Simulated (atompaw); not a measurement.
## Reading a pseudo-wave (La)

Columns: radius, all-electron u(r) and pseudo u(r) of the 5s shell (level -38.92 eV) of lanthanum in the configuration [Kr] 4d10 4f0 5s2 5p6 5d1 6s2 6p0; PBE, scalar-relativistic, PAW (atompaw) scheme, atompaw 4.2.0.5.

```
r (bohr)  all-electron  pseudo
   0.110       -0.0815  0.0663
   0.219        0.3450  0.1318
   0.329       -0.0274  0.1977
   0.438       -0.4259  0.2625
   0.548       -0.5062  0.3271
   0.658       -0.3199  0.3903
   0.767       -0.0169  0.4510
   0.877        0.2974  0.5093
   0.987        0.5616  0.5637
   1.096        0.7536  0.6124
   1.206        0.8771  0.6548
   1.315        0.9393  0.6886
   1.425        0.9540  0.7127
   1.535        0.9326  0.7252
   1.644        0.8869  0.7249
   1.754        0.8250  0.7109
   1.863        0.7551  0.6834
   1.973        0.6813  0.6428
   2.083        0.6079  0.5914
   2.192        0.5382  0.5333
   2.302        0.4724  0.4717
   2.412        0.4120  0.4120
   2.521        0.3579  0.3579
   2.631        0.3092  0.3092
   2.740        0.2665  0.2665
   2.850        0.2286  0.2286
```

Task: How many radial nodes do the two functions have?

Result: The all-electron 5s function has n − l − 1 = 4 (the table is too coarse to show those close to the nucleus); the pseudo-wave has 0, since the states of the same l below it are removed with the core.

Task: At about which radius was the pseudo-wave matched?

Result: 2.45 bohr, where the columns begin to agree (steps of 0.11 bohr).

Task: Is the pseudo-wave norm-conserving?

Result: No, it belongs to a PAW set: the norm inside the radius is not constrained, and the difference is carried by the augmentation charge.
